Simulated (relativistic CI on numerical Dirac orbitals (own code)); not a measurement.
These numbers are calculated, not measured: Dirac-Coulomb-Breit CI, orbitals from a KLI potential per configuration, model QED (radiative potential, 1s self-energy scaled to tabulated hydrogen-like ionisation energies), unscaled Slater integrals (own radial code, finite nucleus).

The strongest absorption lines from the ground level of an ion, among the configurations computed and to levels below about 145 eV (vacuum wavelength in Å, gf): 85.793 (4.5), 86.567 (1.5), 126.51 (1.1), 127.07 (2.3), 134.88 (4.5), 139.80 (0.8), 150.56 (1.1), 151.37 (1.2).

**Question.** Which ion is it?
A. Cu⁹⁺
B. Ga¹¹⁺
C. As¹³⁺
D. Cu¹¹⁺

**Answer.** A. Cu⁹⁺ has 20 electrons and the ground level 3s²3p⁶3d² ³F2; the strongest line goes to 3s²3p⁵3d³ ³F°2. The pattern of lines fixes the number of electrons, and along that sequence the line energies rise steadily with the charge (about as its square where n changes within one kind of shell, about linearly where n is kept but much faster in heavy ions where fine structure, which grows about as Z⁴, sets the gap, and irregularly where shells cross), which fixes Z. Configurations outside the model, such as inner-shell arrays, can give stronger lines. At this charge energies of transitions that change n are usually good to better than 1 %, and those within a shell (Δn = 0) to a few per cent. Terms inside the open d or f shell come out 10 to 20 % too wide with unscaled integrals.

LS names give the leading component of a level, which can be under half, so a name can repeat, a term be missing and a line seem to break the LS rules.
